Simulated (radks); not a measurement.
Values are calculated unless marked as measured or tabulated.
The promethium ion Pm5+, configuration [Kr] 4d10 4f3 5s2 5p5 (the NIST ground configuration). Level of theory: Dirac Kohn-Sham, PBE, spin-unpolarised, spherical densities, finite nucleus; open shells are shared between the two j in proportion to 2j + 1; Fermi nuclear charge, rms radius 4.962 fm (a radial shooting solver on a logarithmic mesh with Libxc functionals).

Normalised radial functions P(r) = r R(r) (large component), r in bohr:

r            4d3/2
0.0008225   0.0000
0.00108     0.0000
0.001429    0.0000
0.001875    0.0001
0.002481    0.0001
0.003256    0.0003
0.004309    0.0005
0.005656    0.0010
0.007483    0.0021
0.009822    0.0043
0.01289     0.0086
0.01706     0.0175
0.02239     0.0344
0.02963     0.0668
0.03889     0.1229
0.05145     0.2185
0.06753     0.3569
0.08936     0.5382
0.1173      0.7067
0.154       0.7729
0.2037      0.6032
0.2674      0.1335
0.3538     -0.5628
0.4643     -1.1547
0.6144     -1.3547
0.8064     -1.0985
1.067      -0.6285
1.401      -0.2567
1.838      -0.0690
2.432      -0.0103
3.193      -0.0008
4.224      0.0000

4d3/2: eigenvalue -192.76 eV, 1 radial node at r = 0.283 bohr, <r> = 0.673 bohr, 90 % of the charge inside 1.01 bohr.
